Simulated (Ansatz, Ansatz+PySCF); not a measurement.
```yaml
atoms:
  - { symbol: C, position_ang: [0.0000, 0.0000, -0.6988] }
  - { symbol: C, position_ang: [0.0000, 0.0000, 0.6988] }
  - { symbol: H, position_ang: [0.0000, -0.9420, -1.0719] }
  - { symbol: H, position_ang: [-0.8158, 0.4710, -1.0719] }
  - { symbol: H, position_ang: [0.8158, 0.4710, -1.0719] }
  - { symbol: H, position_ang: [0.0000, 0.9420, 1.0719] }
  - { symbol: H, position_ang: [-0.8158, -0.4710, 1.0719] }
  - { symbol: H, position_ang: [0.8158, -0.4710, 1.0719] }
```

Basis set: def2-SVP (spherical functions). Correlated methods keep 2 orbitals frozen. Charge 0, multiplicity 1.

Computed with Ansatz (development build ahead of 0.2.0); each method stands on the lowest determinant of its kind that the runs found. Restricted open shells among the atoms or ions are ROHF, correlated in semicanonical orbitals with singles.

The atomization energy at this shape (free ground-state atoms in the same class of orbitals less the molecule, no zero-point energy) of singlet C2H6:

```
     method  atomization energy
RHF-CCSD(T)       2750.2 kJ/mol
    UHF-MP2       2746.1 kJ/mol
        UHF       2226.0 kJ/mol
```

Q: What does RHF give?

A: 2247.3 kJ/mol. Caution: the shape is not the minimum.
